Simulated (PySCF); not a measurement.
Computed structure and properties of [La(NH3)2]3+

System: [La(NH3)2]3+ (singlet); start: displaced along the imaginary mode (C1). Method: PySCF 2.14.0, RKS PBE, La def2-SVP with ECP46, N def2-SVP, H def2-SVP; non-relativistic Hamiltonian with scalar-relativistic core potentials where named; density fitting; no spin-orbit coupling.

Input of the relaxation:

```python
mol = gto.M(atom='''
La     0.02241    -0.05119     0.00000
N     -0.08971     0.20489     2.60249
H      0.71324     0.69826     3.05982
H     -0.91115     0.69691     3.02760
H     -0.10012    -0.71453     3.10743
N     -0.08971     0.20489    -2.60249
H      0.71633    -0.24272    -3.10230
H     -0.91424    -0.24137    -3.07008
H     -0.10012     1.16473    -3.02247''',
    basis={'La': 'def2-SVP', 'N': 'def2-SVP', 'H': 'def2-SVP'},
    ecp={'La': 'def2-SVP'},
    charge=3, spin=0)
mf = dft.RKS(mol, xc='PBE')
mf.grids.atom_grid = (50, 194)  # f atoms: unpruned, at least (60, 302)
mf = mf.density_fit()  # fitting sets: La def2-universal-JKFIT, N def2-universal-JKFIT, H def2-universal-JKFIT
mf.conv_tol = 1e-08; mf.max_cycle = 55
mf.kernel(dm0)  # dm0: converged density of the start geometry
# quasi-Newton relaxation in Cartesian coordinates to a largest gradient under 0.00045 Eh/bohr, steps kept in the point group
```

Run from Python with OMP_NUM_THREADS=2; the lines above give its settings. Where DIIS fails, smearing, a level shift and second-order steps follow.
It took 72 s on 2 threads of Intel(R) Xeon(R) Platinum 8488C (Sapphire Rapids), with other jobs on the host, from the converged density of the start.

Course of the relaxation:

| step | energy above end (eV) | largest force component within the symmetry (eV/Å) |
| --- | --- | --- |
| 0 | 0.4701 | 0.297 |
| 1 | 0.4506 | 0.336 |
| 2 | 0.4283 | 0.365 |
| 3 | 0.4032 | 0.383 |
| 4 | 0.3759 | 0.386 |
| 5 | 0.3476 | 0.376 |
| 6 | 0.3193 | 0.356 |
| 7 | 0.1955 | 0.166 |
| 13 | 0.0027 | 0.139 |
| 14 | 0.0012 | 0.061 |
| 15 | 0.0007 | 0.064 |
| 16 | 0.0002 | 0.035 |
| 17 | 0.0001 | 0.022 |
| 18 | 0.0000 | 0.007 |
(The steps between are left out.)

Relaxed geometry (C1):

```xyz
9

La    0.4689   -1.1047   -0.0002
N    -0.0826    0.1858    2.1040
H     0.6366    0.8832    2.4138
H    -0.9637    0.7526    2.0896
H    -0.2049   -0.4112    2.9575
N    -0.0806    0.1872   -2.1036
H     0.5820    0.0230   -2.8996
H    -1.0120   -0.0279   -2.5348
H    -0.0967    1.2318   -2.0267
```

| contact | Å |
| --- | --- |
| La1–N2 (NH3) | 2.529 |
| La1–N6 (NH3) | 2.529 |

On the finer grid (75, 302):

```yaml
HOMO: -23.50 eV
LUMO: -18.47 eV
Dipole_about_the_centre_of_mass: 3.25 D
Set_of_Mulliken_populations_of_La1_outside_the_core_potential: s 2.13, p 6.07, d 0.67, f 0.06
D3_BJ_dispersion_energy_not_in_the_energies: -0.163 eV
```

```json
{"atom": "La1", "Mulliken (e)": "2.07", "Löwdin (e)": "1.92", "spin (e)": "0.00"}
{"atom": "N2", "Mulliken (e)": "-0.31", "Löwdin (e)": "0.02", "spin (e)": "0.00"}
{"atom": "H3", "Mulliken (e)": "0.26", "Löwdin (e)": "0.17", "spin (e)": "0.00"}
{"atom": "H4", "Mulliken (e)": "0.26", "Löwdin (e)": "0.17", "spin (e)": "0.00"}
{"atom": "H5", "Mulliken (e)": "0.26", "Löwdin (e)": "0.18", "spin (e)": "0.00"}
{"atom": "N6", "Mulliken (e)": "-0.31", "Löwdin (e)": "0.02", "spin (e)": "0.00"}
{"atom": "H7", "Mulliken (e)": "0.26", "Löwdin (e)": "0.18", "spin (e)": "0.00"}
{"atom": "H8", "Mulliken (e)": "0.26", "Löwdin (e)": "0.17", "spin (e)": "0.00"}
{"atom": "H9", "Mulliken (e)": "0.25", "Löwdin (e)": "0.17", "spin (e)": "0.00"}
```

On the grid (50, 194), as all that follows. Harmonic modes: 1 unstable but soft, so probably a saddle point, though modes this soft are near the noise (counted below −25 cm⁻¹); lowest -54 cm⁻¹ (negative: unstable), highest 3288 cm⁻¹, zero-point energy 1.973 eV.

Taking off one NH3 (charge 0, singlet; the rest: singlet) in vacuum, both parts rigid, costs 4.27 eV; the small basis without counterpoise inflates it. Parting with an electron moved from the ligand to the metal can be far cheaper, even downhill.

Rigid scan of NH3 along the line from its metal:

```csv
distance to N2 (Å),energy (eV)
2.23,0.473
2.33,0.183
2.43,0.040
2.53,0.000
2.63,0.031
2.73,0.109
2.93,0.346
```

One start shape was tried, so this needn't be the lowest isomer.
